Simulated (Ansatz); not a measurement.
Geometry optimisation, RKS B3LYP-D4/def2-mTZVP in Ansatz.

input.yaml

```yaml
crystal:
  periodic: [false, false, false]
  atoms:
    - { symbol: Ge, position_ang: [-0.747831, -0.095944, 0.224141] }
    - { symbol: H, position_ang: [1.605926, 0.149535, 1.632269] }
    - { symbol: F, position_ang: [2.057493, -0.092618, 0.855804] }
    - { symbol: F, position_ang: [-0.862816, 1.30947, -0.85498] }
    - { symbol: H, position_ang: [-0.798073, -1.164344, -0.969334] }
basis:
  gaussian: { orbitals: def2-mTZVP }
hamiltonian:
  xc: b3lyp
  dispersion: d4
relax:
  f_tol: 0.03
  max_steps: 50
```

Command:

```bash
$ ansatz run input.yaml --threads 1 --pin off --max-ram 2048MiB --backend cpu --events-out ev --progress --plain --runs-dir out
```

Problem. Where does it end, and by what steps?

Solution. It converged. After 24 steps the energy has fallen by 0.300 eV; H2 moved furthest, 1.06 Å.

```csv
step,energy less start (eV),largest force component (eV/Å),accepted
0,0.0000,0.286,yes
1,0.0641,2.625,no
2,-0.0145,0.842,yes
3,-0.0285,1.064,yes
4,-0.0500,1.266,yes
5,0.0110,2.112,no
6,-0.0838,0.663,yes
7,-0.0983,0.114,yes
8,-0.1042,0.325,yes
9,-0.0592,1.963,no
10,-0.1109,0.234,yes
11,-0.1146,0.687,yes
12,-0.1185,0.619,yes
13,-0.1316,0.413,yes
14,-0.1533,0.383,yes
15,-0.1339,2.334,no
16,-0.1732,0.411,yes
17,-0.1973,0.817,yes
18,-0.2251,1.242,yes
19,-0.2572,1.079,yes
20,-0.2879,0.187,yes
21,-0.2978,0.077,yes
22,-0.2993,0.048,yes
23,-0.2999,0.037,yes
24,-0.3000,0.005,yes
```

```xyz
5
Properties=species:S:1:pos:R:3
Ge -0.967 -0.271 0.262
H 1.346 0.526 0.674
F 1.322 -0.300 1.141
F -0.064 1.258 -0.207
H -0.381 -1.107 -0.982
```

Time of the run: 73 s on 1 thread of AMD EPYC 7R43 64-Core Processor (Zen 3), on a shared host, peak memory 0.16 GiB.
